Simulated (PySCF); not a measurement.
H3OSi, SMILES [OH+]=[SiH2], charge +1. Geometry: r2SCAN-D4/def2-TZVP. The isomer is the one that the SMILES or the coordinates give; other isomers of the formula were not compared.

Method: r2SCAN-D4/def2-TZVP in PySCF 2.14.0.

Harmonic wavenumbers (cm⁻¹): 577, 606, 721, 739, 936, 1092, 2290, 2367, 3776. Rotational constants (GHz): 128.8, 16.37, 14.53; symmetry number 1.

### Question
Work out the zero-point energy and the ideal-gas rigid-rotor harmonic-oscillator thermochemistry at 298.15 K and 1 atm.

### Answer
ZPE = ½ Σ hcν = ½ × 13103 cm⁻¹ = 18.73 kcal/mol. H − E(el) = 21.48 kcal/mol. Entropy in cal/(mol K): translation 37.47, rotation 19.89, vibration 1.66, total 59.03. G − E(el) = 3.88 kcal/mol. Cp = 12.34 cal/(mol K).
